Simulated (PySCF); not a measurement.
# Electron correlation in Kr³⁺ (krypton, charge +3)

[Ar] 3d10 4s2 4p3, high-spin 4S determinant. Calculation: PySCF 2.14, in def2-TZVP (6s5p4d1f, 48 functions); no relativity, point nucleus. Frozen: [Ar] 3d10; 5 electrons correlated.

MP2 pair energies summed by pair of shells (mhartree):

```json
{"pair": "4s-4p", "energy": "-55.71", "share (%)": "67.4"}
{"pair": "4p-4p", "energy": "-18.50", "share (%)": "22.4"}
{"pair": "4s-4s", "energy": "-8.47", "share (%)": "10.2"}
```

Total MP2 correlation energy: -82.68 mhartree.

Same-spin part -21.32 and opposite-spin part -61.36 mhartree; SCS-MP2 scales them by 1/3 and 6/5 to -80.74 mhartree.

```
  level  correlation energy (mhartree)
   CCSD                         -98.40
    (T)                          -2.29
CCSD(T)                        -100.69
```

Diagnostics: T1 = 0.0014, D1 = 0.0032, largest double amplitude 0.052.

Cost of the coupled-cluster step: 0.9 s of wall time on 1 thread of Neoverse-N1 (shared host), for 5 correlated electrons.

Iterations:

```
CC2 = 0
CCSD nocc = (np.int64(4), np.int64(1)), nmo = (34, 34)
frozen orbitals [[0, 1, 2, 3, 4, 5, 6, 7, 8, 9, 10, 11, 12, 13], [0, 1, 2, 3, 4, 5, 6, 7, 8, 9, 10, 11, 12, 13]]
max_cycle = 100
direct = 0
conv_tol = 1e-08
conv_tol_normt = 1e-06
diis_space = 8
diis_start_cycle = 0
Init t2, MP2 energy = -0.0826801185052252
Init E_corr(UCCSD) = -0.082680118505388
cycle = 1  E_corr(UCCSD) = -0.095357147948782  dE = -0.0126770294  norm(t1,t2) = 0.0302879
cycle = 2  E_corr(UCCSD) = -0.0976512071632944  dE = -0.00229405921  norm(t1,t2) = 0.00771555
cycle = 3  E_corr(UCCSD) = -0.0984208222070643  dE = -0.000769615044  norm(t1,t2) = 0.0024807
cycle = 4  E_corr(UCCSD) = -0.0984046027358709  dE = 1.62194712e-05  norm(t1,t2) = 0.000259372
cycle = 5  E_corr(UCCSD) = -0.0984040681656667  dE = 5.34570204e-07  norm(t1,t2) = 1.81022e-05
cycle = 6  E_corr(UCCSD) = -0.0984039948201848  dE = 7.33454819e-08  norm(t1,t2) = 1.44439e-06
cycle = 7  E_corr(UCCSD) = -0.0984040199652037  dE = -2.51450189e-08  norm(t1,t2) = 2.52889e-07
cycle = 8  E_corr(UCCSD) = -0.0984040151755942  dE = 4.78960951e-09  norm(t1,t2) = 3.18862e-08
UCCSD converged
E(UCCSD) = -2749.505373480706  E_corr = -0.0984040151755942
UCCSD(T) correction = -0.00228826587549111
```
